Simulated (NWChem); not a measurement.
**Ionisation of hexafluorophosphate (F6P (-1))**

SMILES: F[P-](F)(F)(F)(F)F
```xyz
7

F      0.0000     1.6309     0.0000
P      0.0000     0.0000     0.0000
F      0.0000     0.0000     1.6309
F      0.0000     0.0000    -1.6309
F      1.6309     0.0000     0.0000
F      0.0000    -1.6309     0.0000
F     -1.6309     0.0000     0.0000
```
Charge -1, spin multiplicity 1.

All runs are NWChem calculations. All single points use one geometry, from PBE0/def2-SVP, a minimum by its harmonic frequencies.

Basis set: def2-SVPD. −ε marks an orbital energy of the parent.

The anion's geometry comes from a basis without diffuse functions.

**Question.** One of these methods gave a first vertical ionisation energy of 11.52 eV. Which?
A. −ε(HOMO) of HF
B. −ε(HOMO) of PBE
C. G0W0@BHandHLYP
D. −ε(HOMO) of M06-2X

**Answer.** A, −ε(HOMO) of HF. The others give 3.54 (−ε(HOMO) of PBE), 8.46 (G0W0@BHandHLYP), 7.84 (−ε(HOMO) of M06-2X).
